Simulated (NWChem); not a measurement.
Molecule: BNH₃OF; SMILES NB(O)F

```xyz
7

B     -0.0066    -0.0205     0.0000
F      1.2501    -0.5382     0.0000
O     -1.0897    -0.8661     0.0000
H     -0.8022    -1.7950     0.0000
N     -0.1785     1.3790     0.0000
H     -1.0973     1.8157     0.0000
H      0.6069     2.0251     0.0000
```
Atoms are numbered in this order, from 1.

Level: PBE-D3(BJ)/def2-SVP (NWChem), optimised geometry, unscaled harmonic frequencies. 

Task: List the harmonic frequencies with IR intensities, and the thermochemistry.

Result: 
```tsv
frequency (cm⁻¹)	IR intensity (km/mol)
304	112.5
369	5.1
397	170.7
438	26.8
537	22.0
629	46.7
839	5.0
864	4.9
983	107.6
1371	293.6
1417	129.2
1557	327.3
3558	45.4
3668	40.9
3773	75.1
```

```yaml
zero_point_energy: 29.6 kcal/mol
thermal correction to the enthalpy at 298.15 K (with zero-point energy): 33.1 kcal/mol
heat capacity Cv: 16.0 cal/(mol K)
entropy at 298.15 K and 1 atm (symmetry number 1): 68.2 cal/(mol K)
dipole_moment: 0.82 D
```

Rigid rotor and harmonic oscillator.
